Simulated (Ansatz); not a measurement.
Computed with Ansatz on PBE0-D4/def2-TZVP structures; ΔE is electronic, products minus reactants. CCSD(T)/CBS adds triple-zeta CCSD(T) − MP2 to the extrapolated MP2 energy (def2 sets, frozen cores). This one scheme is used for every species. DFT in def2-TZVPP. For Br outer-core shells are correlated without core-valence functions, which leaves a few kJ/mol of doubt a bond. Scalar relativity is left out up to krypton.

Consider the formal exchange of groups at the Si–F bond: `F[SiH](F)Br` + CH₄ → `C[SiH](F)Br` + H–F.

| level | ΔE (kJ/mol) |
| --- | --- |
| BLYP | 151.6 |
| r2SCANh | 146.3 |
| BHLYP | 154.1 |
| CCSD/def2-TZVPP | 143.6 |

(1) What does CCSD(T)/CBS give? (Best estimate.)

(2) What do rigid-rotor, harmonic-oscillator terms from PBE0-D4/def2-TZVP frequencies (298.15 K, 1 bar) make of the CCSD(T)/CBS value? (Estimate.)

Largest T1 diagnostic among the species: 0.010.

## Answers

(1) Ansatz gave: +139.5 kJ/mol. The listed levels differ from it by 12.1, 6.8, 14.6, 4.1 kJ/mol.

(2) Computed: ΔZPE = -4.4 kJ/mol, ΔH = +136.6 kJ/mol, ΔS = 6 J/(mol·K), ΔG = +134.9 kJ/mol.

Leaving LDA and LC-ωPBE aside and taking each functional with its dispersion term where it has one, the values, not all of them listed here, spread over 21.6 kJ/mol, from revPBE-D4 to B97M-V. LDA lies −3.4 kJ/mol from PBE without D4. The D4 term adds −5.6 kJ/mol with B3LYP and −3.1 kJ/mol with PBE0; it sums over pairs of atoms, weighted by their polarisabilities, and B3LYP, whose exchange is more repulsive, gets the larger term. In def2-TZVPP, CCSD(T) changes the Hartree–Fock value by −19.5 kJ/mol (the triples alone add −2.2 kJ/mol) and MP2 by −20.3 kJ/mol.

B3LYP here is the variant with VWN-RPA as its local correlation; programs differ in this.
